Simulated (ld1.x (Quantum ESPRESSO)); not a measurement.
**Plane-wave convergence, TM potential for Ba (Z = 56)**

- Element: Ba
- Generator: ld1.x (Quantum ESPRESSO) 7.5
- Type: norm-conserving Troullier–Martins (Kleinman–Bylander form)
- Functional: PBE
- Relativity: scalar-relativistic
- Frozen core: [Kr] 4d10
- Valence charge: 10
- Reference configuration: 5s2 5p6 5d0 6s2 6p0
- Partial waves: 5s (bound): rc 1.90 bohr; 5d (bound, empty): rc 4.20 bohr; 5p (bound): rc 2.00 bohr
- Local potential: the p channel
- Core correction: none

Occupied shells without a wave of their own: 6s. They enter only through the test configuration that unscreens the potential.

The pseudo-atom Hamiltonian at the reference potential is diagonalised in spherical Bessel functions j_l(qr) that vanish at 20 bohr, with q² up to the cutoff. All-electron valence levels (Ry): 5s -2.4750, 6s -0.2374, 5d -0.1484, 5p -1.3771, 6p -0.0914.

Q: How do the lowest levels (Ry) of each channel move with the cutoff, and are there ghosts?

A:

| cutoff (Ry) | s #1 | s #2 | d #1 | d #2 | p #1 | p #2 | p #3 | f #1 | Σ f·Δε (mRy) |
| --- | --- | --- | --- | --- | --- | --- | --- | --- | --- |
| 8 | -2.3099 | -0.2346 | -0.1463 | 0.0388 | -1.3306 | -0.0888 | 0.0461 | 0.0820 | 638.3 |
| 12 | -2.4245 | -0.2437 | -0.1483 | 0.0385 | -1.3391 | -0.0891 | 0.0459 | 0.0820 | 339.6 |
| 15 | -2.4494 | -0.2466 | -0.1483 | 0.0385 | -1.3575 | -0.0903 | 0.0454 | 0.0820 | 173.5 |
| 21 | -2.4582 | -0.2483 | -0.1483 | 0.0385 | -1.3730 | -0.0915 | 0.0450 | 0.0820 | 59.8 |
| 25 | -2.4599 | -0.2483 | -0.1483 | 0.0385 | -1.3755 | -0.0918 | 0.0449 | 0.0820 | 41.5 |
| 35 | -2.4713 | -0.2488 | -0.1484 | 0.0385 | -1.3760 | -0.0918 | 0.0448 | 0.0820 | 14.6 |
| 45 | -2.4742 | -0.2490 | -0.1484 | 0.0385 | -1.3769 | -0.0919 | 0.0448 | 0.0820 | 2.9 |
| 50 | -2.4743 | -0.2490 | -0.1484 | 0.0385 | -1.3770 | -0.0919 | 0.0448 | 0.0820 | 2.1 |
| 60 | -2.4746 | -0.2490 | -0.1484 | 0.0385 | -1.3771 | -0.0919 | 0.0448 | 0.0820 | 1.2 |
| 70 | -2.4749 | -0.2490 | -0.1484 | 0.0385 | -1.3771 | -0.0919 | 0.0448 | 0.0820 | 0.4 |
| 90 | -2.4750 | -0.2491 | -0.1484 | 0.0385 | -1.3771 | -0.0919 | 0.0448 | 0.0820 | 0.1 |
| 400 | -2.4750 | -0.2491 | -0.1484 | 0.0385 | -1.3771 | -0.0919 | 0.0448 | 0.0820 | 0.0 |

Result: no extra level below or beside the all-electron valence levels (s, d, p, f tested); 10 mRy is reached at 40 Ry and 1 mRy at 70 Ry.

1 of 7 tests not solved or not reliable.
